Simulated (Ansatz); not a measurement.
`[CH3][Hf]([CH3])([Cl])[Cl]`. The species carries charge 0 and has multiplicity 1. Hf takes the def2 core potential. Geometry: relaxed with PBE0-D4/def2-TZVP.

```xyz
11

C    -0.769   -1.127    1.141
Hf    0.783   -0.391   -0.216
C    -0.018    1.520   -0.924
Cl    2.727    0.027    1.025
Cl    0.943   -1.859   -2.037
H    -1.721   -1.256    0.612
H    -0.505   -2.094    1.586
H    -0.936   -0.419    1.962
H    -0.973    1.374   -1.443
H     0.664    2.021   -1.621
H    -0.195    2.203   -0.085
```

Question: What is the dipole moment at ωB97M-V/def2-TZVPP? (An estimate is asked.)

Answer: The calculation gave: 1.40 D, with components (-1.21, 0.60, 0.33) D in this frame, pointing from negative to positive charge.

Question: And with PBE, r2SCAN, B3LYP? (An estimate is asked.)

Answer: The calculation gave: PBE 1.49 D, r2SCAN 1.57 D, B3LYP 1.47 D.

Question: Give the Mulliken charges with ωB97M-V, B3LYP, PBE in def2-TZVPP. (Estimate.)

Answer: Computed: 
| atom | ωB97M-V | B3LYP | PBE |
| --- | --- | --- | --- |
| C1 | -0.59 | -0.51 | -0.48 |
| Hf2 | 0.85 | 0.90 | 0.78 |
| C3 | -0.59 | -0.51 | -0.48 |
| Cl4 | -0.24 | -0.27 | -0.25 |
| Cl5 | -0.24 | -0.27 | -0.25 |
| H6 | 0.13 | 0.11 | 0.11 |
| H7 | 0.13 | 0.11 | 0.11 |
| H8 | 0.13 | 0.11 | 0.11 |
| H9 | 0.13 | 0.11 | 0.11 |
| H10 | 0.13 | 0.11 | 0.11 |
| H11 | 0.13 | 0.11 | 0.11 |

B3LYP here is the variant with VWN-RPA as its local correlation; programs differ in this.
